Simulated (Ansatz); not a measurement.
C5H10O2, triplet, geometry from GFN2-xTB (a higher spin typed on purpose: for a closed-shell molecule this is an excited state). Base run: B3LYP/def2-SVP (Ansatz, a program for electronic structure).

Ansatz was given this input:
Ansatz 0.2 input:
```yaml
crystal:
  periodic: [false, false, false]
  atoms:
    - {symbol: C, position_ang: [-0.73625456, 0.18031274, 1.50162581]}
    - {symbol: C, position_ang: [-0.60520756, 0.18405462, -0.00498451]}
    - {symbol: C, position_ang: [-1.56034575, -0.77288188, -0.68318510]}
    - {symbol: C, position_ang: [-0.64173758, 1.56773273, -0.61747268]}
    - {symbol: C, position_ang: [0.96848711, -0.34934101, -0.39686554]}
    - {symbol: O, position_ang: [1.84217162, 0.55662477, 0.13610481]}
    - {symbol: O, position_ang: [1.02552288, -1.59639469, -0.19987370]}
    - {symbol: H, position_ang: [-0.06594003, 0.90706390, 1.95627426]}
    - {symbol: H, position_ang: [-1.75933852, 0.43698540, 1.78035443]}
    - {symbol: H, position_ang: [-0.51929729, -0.80943847, 1.89963957]}
    - {symbol: H, position_ang: [-2.57965495, -0.40056188, -0.57585168]}
    - {symbol: H, position_ang: [-1.49643221, -1.76237632, -0.23958998]}
    - {symbol: H, position_ang: [-1.33473584, -0.85712739, -1.74327402]}
    - {symbol: H, position_ang: [0.11509125, 2.21377824, -0.18104230]}
    - {symbol: H, position_ang: [-0.48193302, 1.52016241, -1.69168375]}
    - {symbol: H, position_ang: [-1.62417773, 2.00495061, -0.43322171]}
    - {symbol: H, position_ang: [2.25521264, 0.20545970, 0.94383816]}
basis:
  gaussian:
    orbitals: def2-SVP
hamiltonian:
  xc: b3lyp
magnetization: {spin_polarized: true, initial_magnetization: 2}
```

The base run was repeated with changes; each row names its change, and settings that it needs were set with it.

```json
[
 {"change": "base", "ΔE vs base (µEh)": "0.0"},
 {"change": "accuracy = high", "ΔE vs base (µEh)": "-7.1"},
 {"change": "final_grid = 4, 8, 17", "ΔE vs base (µEh)": "734"},
 {"change": "final_grid = 14, 28, 59", "ΔE vs base (µEh)": "-1.4"},
 {"change": "lower_state_search = off", "ΔE vs base (µEh)": "0.0"},
 {"change": "lower_state_search = light", "ΔE vs base (µEh)": "0.0"},
 {"change": "forces = on", "ΔE vs base (µEh)": "-5.8"},
 {"change": "final_grid = 6, 12, 29", "ΔE vs base (µEh)": "3.3"},
 {"change": "nuclear_model = gaussian", "ΔE vs base (µEh)": "39.5"},
 {"change": "point_charge = charge:1.0 position_ang:1.2384, 4.1022, 4.0505", "ΔE vs base (µEh)": "1739"},
 {"change": "lower_state_search = full", "ΔE vs base (µEh)": "0.0"}
]
```
